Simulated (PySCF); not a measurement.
Te(OMe)2 (C2H6O2Te), SMILES O(C)[Te]OC.

The structure is a stationary point at PBE0-D3(BJ)/def2-SVP. The def2 effective core potentials stand for the cores of Te; spin–orbit coupling is left out. One conformer was computed; it need not be the lowest.

Two levels are set side by side: PBE/def2-TZVP (PySCF) and M06-2X/def2-TZVP (PySCF). Same geometry, gas phase. Differences are taken from unrounded values.

```tsv
quantity	PBE
orbital gap (eV)	2.49
highest occupied level (eV)	-5.03
lowest empty level (eV)	-2.54
dipole moment (D)	0.01
mean polarisability (bohr³)	73.1
```

### Question
These are the PBE values. What does M06-2X give? (Estimate from the structure and the level; the computed values follow.)

### Answer

| quantity | M06-2X | PBE minus M06-2X |
|---|---|---|
| orbital gap (eV) | 6.62 | -4.13 |
| highest occupied level (eV) | -7.39 | 2.36 |
| lowest empty level (eV) | -0.77 | -1.76 |
| dipole moment (D) | 0.44 | -0.43 |
| mean polarisability (bohr³) | 68.1 | 5.0 |

PBE's occupied levels lie high since its potential decays too fast outside the molecule; exact exchange lowers them and widens the gap. Loosely held outer electrons make PBE densities more polarisable. Differences between two approximate levels are no errors against the true value.

Rough cost on one machine, each run with all the roots and properties that it gave: M06-2X against PBE about 4 times.
